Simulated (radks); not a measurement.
Results of a calculation; reference values are marked as such.
Question: Excited configurations of neutral aluminium: one electron is placed in a higher orbital outside [Ne] 3s2. The ground configuration is [Ne] 3s2 3p1. Level of theory: scalar-relativistic Kohn-Sham, r2SCAN, spin-polarised, spherical densities, finite nucleus; open shells are filled with parallel spins first; meta-GGA in the generalised Kohn-Sham scheme; Fermi nuclear charge, rms radius 3.061 fm (a radial shooting solver on a logarithmic mesh with Libxc functionals). Excitation = E - E(ground); binding = E(ion) - E, where the ion is the core of charge +1; n* = 1/sqrt(2 binding) in atomic units, and the quantum defect is n - n*.

outer orbital  excitation (eV)  binding (eV)     n*  quantum defect  eigenvalue (eV)  <r> (bohr)
4s                       3.062         2.836  2.190           1.810           -1.771       7.461
5d                       5.217         0.681  4.470           0.530           -0.409       29.15
6f                       5.470         0.427  5.642           0.358           -0.266       46.37
7d                       5.546         0.352  6.214           0.786           -0.231       60.83

Estimate the row for 4p.

Answer: excitation (eV) 3.886; binding (eV) 2.012; n* 2.600; quantum defect 1.400; eigenvalue (eV) -1.194; <r> (bohr) 9.699. The Delta-SCF ionisation energy is 5.898 eV (NIST Atomic Spectra Database: 5.986 eV, measured). Self-interaction in the functional shifts the binding energies and quantum defects, so they are the method's values and not measured ones. Open shells are spherical and high-spin; term and fine-structure splittings are not resolved.
